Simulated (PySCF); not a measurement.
Compound: C₇H₆ClFO₂S.
SMILES with atom numbers: `[CH3:1][c:2]1[cH:3][c:4]([F:5])[cH:6][cH:7][c:8]1[S:9](=[O:10])(=[O:11])[Cl:12]`

NICS is the negative of the GIAO shielding at a point without a nucleus: at the ring centre (0) and 1 Å above and below it (1); zz is the component along the ring normal. Level: GIAO PBE0/pcSseg-1 (PySCF, non-relativistic, gas phase) on the GFN2-xTB geometry, one conformer.

Ring bond lengths (Å), with Mayer bond orders in brackets: C2–C3 1.392 (1.41), C3–C4 1.384 (1.42), C4–C6 1.387 (1.42), C6–C7 1.383 (1.42), C7–C8 1.380 (1.43), C8–C2 1.389 (1.28).

What do the NICS probes read (ppm)?

```
             ring                                              type  NICS(0)  NICS(1), two faces  NICS(1)zz, two faces  rms pucker (Å)  centre to ring atoms, mean (Å)
C2–C3–C4–C6–C7–C8  6-membered carbocycle; formal bonds all aromatic    -10.7       -11.2 / -11.2         -25.6 / -25.8            0.00                            1.39
```

What can be read from them?

- C2–C3–C4–C6–C7–C8: mean NICS(1)zz -25.7 ppm, shielded. The ring is flat and has no four-coordinate atom; by the NICS criterion it is aromatic.

What does the geometric index give? Use HOMA with the parameters of Krygowski (1993).

- C2–C3–C4–C6–C7–C8: HOMA 0.99 = 1 − EN − GEO, with mean bond length 1.386 Å, EN = α(Ropt − mean)² = 0.001 and GEO = α × variance = 0.004. The geometric and the magnetic index point the same way.

What field does 1 T along the ring normal induce along that normal at the first NICS(1) probe listed for ring C2–C3–C4–C6–C7–C8, 1 Å off the ring?

NICSzz × B0 = -25.6 ppm × 1 T = -26 μT, against the applied field.

Give the inner angles of the rings and the Hirshfeld charges of the ring atoms.

- C2–C3–C4–C6–C7–C8: C2 116.9° (+0.026 e), C3 119.9° (-0.060 e), C4 122.5° (+0.107 e), C6 117.8° (-0.058 e), C7 119.5° (-0.033 e), C8 123.3° (-0.044 e); sum 720.0° against 720° for a flat convex ring.

How shielded are the nuclei of the rings and their hydrogens (means over atoms taken as equivalent)?

```csv
atoms,environment,σ isotropic (ppm)
C2,substituted aromatic carbon,39.0
C3,aromatic CH carbon,62.5
C4,aromatic C–F carbon,10.2
C6,aromatic CH carbon,68.1
C7,aromatic CH carbon,51.3
C8,substituted aromatic carbon,41.0
H on C3,aromatic hydrogen,24.36
H on C6,aromatic hydrogen,24.39
H on C7,aromatic hydrogen,23.42
```

Conformer computed: `[CH3:1][c:2]1[cH:3][c:4]([F:5])[cH:6][cH:7][c:8]1[S:9](=[O:10])(=[O:11])[Cl:12]`: C7–C8–S9–O10 0°.
